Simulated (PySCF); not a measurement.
**How methods differ on the ionisation energy of Sb³⁶⁺**

Sb³⁶⁺ [Ne] 3s2 3p3 (4S) → Sb³⁷⁺ [Ne] 3s2 3p2 (3P), as a difference of total energies. Computed with PySCF 2.14 in an uncontracted even-tempered set (18 s from 6.2 bohr⁻², ratio 2.5; 12 p from 8.1 bohr⁻², ratio 2.5; 4 d from 33 bohr⁻², ratio 2.7; 4 f from 50 bohr⁻², ratio 2.7), with scalar relativity by spin-free X2C-1e. Correlated levels: outer shells: 1s2 frozen; virtual orbitals above 40 to 60 times the deepest correlated orbital energy dropped. The calculations carry no spin-orbit coupling.

| method | ionisation energy (eV) |
| --- | --- |
| UHF | 2458.1 |
| MP2 (outer shells) | 2458.6 |
| SCS-MP2 (outer shells) | 2458.3 |
| CCSD (outer shells) | 2458.4 |
| CCSD(T) (outer shells) | 2458.4 |

Spin-orbit coupling is strong in these open shells (close to jj coupling). The scalar numbers leave it out and a first-order estimate fails, so it can dominate the gap to the real levels.

Breit and QED terms and the two-electron picture change are absent.

For comparison: 2428 ± 5 eV (theoretical estimate listed by NIST; NIST Atomic Spectra Database, ionization energies).
